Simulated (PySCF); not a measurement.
## Te₂: energy against distance

Set-up: Te x2c-TZVPPall; spin-free X2C with a Gaussian nucleus (PySCF 2.14). Energies in eV from Te + Te in their ground configurations at the same level. State: ³Σg⁻ (triplet), unpaired electrons π ↑↑.

All columns are PBE0.

```json
{"R (Å)": "2.195", "E (eV)": "-1.379", "HOMO (eV)": "-5.77", "LUMO (eV)": "-3.01", "Mayer bond order": "2.21", "⟨S²⟩": "2.01"}
{"R (Å)": "2.297", "E (eV)": "-2.326", "HOMO (eV)": "-5.95", "LUMO (eV)": "-3.21", "Mayer bond order": "2.19", "⟨S²⟩": "2.01"}
{"R (Å)": "2.399", "E (eV)": "-2.835", "HOMO (eV)": "-6.11", "LUMO (eV)": "-3.39", "Mayer bond order": "2.17", "⟨S²⟩": "2.01"}
{"R (Å)": "2.475", "E (eV)": "-3.011", "HOMO (eV)": "-6.23", "LUMO (eV)": "-3.53", "Mayer bond order": "2.15", "⟨S²⟩": "2.01"}
{"R (Å)": "2.552", "E (eV)": "-3.059", "HOMO (eV)": "-6.34", "LUMO (eV)": "-3.65", "Mayer bond order": "2.14", "⟨S²⟩": "2.01"}
{"R (Å)": "2.629", "E (eV)": "-3.010", "HOMO (eV)": "-6.44", "LUMO (eV)": "-3.77", "Mayer bond order": "2.12", "⟨S²⟩": "2.01"}
{"R (Å)": "2.731", "E (eV)": "-2.838", "HOMO (eV)": "-6.56", "LUMO (eV)": "-3.92", "Mayer bond order": "2.10", "⟨S²⟩": "2.01"}
{"R (Å)": "2.858", "E (eV)": "-2.512", "HOMO (eV)": "-6.70", "LUMO (eV)": "-4.09", "Mayer bond order": "2.08", "⟨S²⟩": "2.01"}
{"R (Å)": "3.011", "E (eV)": "-2.037", "HOMO (eV)": "-6.63", "LUMO (eV)": "-4.27", "Mayer bond order": "2.06", "⟨S²⟩": "2.01"}
{"R (Å)": "3.216", "E (eV)": "-1.364", "HOMO (eV)": "-6.45", "LUMO (eV)": "-4.46", "Mayer bond order": "2.04", "⟨S²⟩": "2.01"}
```

These are scalar-relativistic numbers at best; spin–orbit coupling would shift them, the dissociation energy most. The state is the lowest determinant that a PBE0 search found; another state may lie lower at other levels.
